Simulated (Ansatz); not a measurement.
Molecule: SnH3 (charge +1, singlet). 
Structure (B3LYP-D3(BJ)/def2-TZVP (Ansatz, a first-principles code) minimum search):
```xyz
4

Sn     0.0000     0.0000     0.0000
H     -1.6683    -0.2761     0.0309
H      1.0729    -1.3069    -0.0369
H      0.5954     1.5830     0.0061
```
Charge +1, spin multiplicity 1.

Basis-set convergence of Hartree-Fock and CCSD correlation energies (hartree) with Ansatz. Valence correlation only, unless marked. No spin-orbit coupling. The frozen core is the preceding noble-gas configuration, with the filled d and f shells of earlier blocks. In def2 rows, elements after Kr have scalar-relativistic effective core potentials.

```tsv
basis	functions	E(HF)	E(corr, CCSD)
def2-SVP	41	-214.77860	-0.09720
def2-TZVPP	92	-214.78795	-0.11520
def2-QZVPP	172	-214.78982	-0.11987
```

Extrapolating the two largest sets (X = 3 and 4) as X^-3: E(corr) = (64·(-0.11987) - 27·(-0.11520))/37 = -0.1233 Eh, an estimate of the basis-set limit. The largest set recovers 97.2 % of it, the smallest 78.8 %.
